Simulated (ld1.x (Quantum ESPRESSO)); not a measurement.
**Logarithmic derivatives: Te, TM semilocal**

tellurium (Te), norm-conserving Troullier–Martins (semilocal form), made with ld1.x (Quantum ESPRESSO) 7.5 (PW91, scalar-relativistic). Core [Kr], reference 4d10 5s2 5p4. Waves: 5s (bound): rc 1.45 bohr; 5p (bound): rc 2.20 bohr; 4f channel at 0.05 Ry: rc 2.20 bohr; 4d (bound): rc 1.05 bohr. Local part: the d channel. Core correction: a·sin(br)/r model core, default radius (core density twice the valence density).

The phase is arctan(r·u′/u) with u = r·R(r), unwrapped; energies in Ry, scanned from -5 to 5 Ry. A pole is an energy at which the radial function vanishes at the test radius. The pseudo phase is shifted by a multiple of π to meet the all-electron one at the reference energy, and phase errors are pseudo minus all-electron; the curves can meet again beyond the range given. Levels narrower than the energy grid can be missing from the lists of poles.

```json
{"channel": "s", "radius (bohr)": "2.41", "reference energy (Ry)": "-1.12", "poles, all-electron": "0.38", "poles, pseudo": "0.30, 3.96", "unbroken range about the reference energy with phases within 0.05 rad": "below 1.5", "phase error 1 Ry above the reference energy (rad)": "-0.006"}
{"channel": "p", "radius (bohr)": "2.41", "reference energy (Ry)": "-0.44", "poles, all-electron": "1.84", "poles, pseudo": "1.75", "unbroken range about the reference energy with phases within 0.05 rad": "below 3.7", "phase error 1 Ry above the reference energy (rad)": "-0.004"}
{"channel": "d", "radius (bohr)": "2.41", "reference energy (Ry)": "-3.06", "poles, all-electron": "-3.00, 4.41", "poles, pseudo": "-3.00, 4.39", "unbroken range about the reference energy with phases within 0.05 rad": "the whole range", "phase error 1 Ry above the reference energy (rad)": "-0.000"}
{"channel": "f", "radius (bohr)": "2.41", "reference energy (Ry)": "0.05", "poles, all-electron": "2.50", "poles, pseudo": "2.93", "unbroken range about the reference energy with phases within 0.05 rad": "below 1.1", "phase error 1 Ry above the reference energy (rad)": "+0.030"}
```

Phases in the f channel:

```
E (Ry)  all-electron  pseudo
 -5.00         1.401   1.401
 -4.74         1.397   1.397
 -4.48         1.393   1.393
 -4.22         1.389   1.389
 -3.96         1.384   1.384
 -3.70         1.379   1.379
 -3.44         1.373   1.374
 -3.18         1.367   1.368
 -2.92         1.361   1.361
 -2.66         1.353   1.354
 -2.40         1.345   1.346
 -2.14         1.336   1.337
 -1.88         1.326   1.327
 -1.62         1.315   1.315
 -1.36         1.301   1.302
 -1.10         1.285   1.286
 -0.84         1.266   1.267
 -0.58         1.244   1.244
 -0.32         1.215   1.215
 -0.06         1.177   1.177
  0.20         1.126   1.126
  0.46         1.051   1.052
  0.72         0.931   0.935
  0.98         0.709   0.730
  1.24         0.242   0.324
  1.50        -0.528  -0.352
  1.76        -1.077  -0.920
  2.02        -1.342  -1.216
  2.28        -1.488  -1.375
  2.54        -1.586  -1.474
  2.80        -1.664  -1.543
  3.06        -1.736  -1.596
  3.32        -1.813  -1.641
  3.58        -1.909  -1.682
  3.84        -2.047  -1.721
  4.10        -2.279  -1.763
  4.36        -2.714  -1.809
  4.62        -3.385  -1.864
  4.88        -3.916  -1.934
```
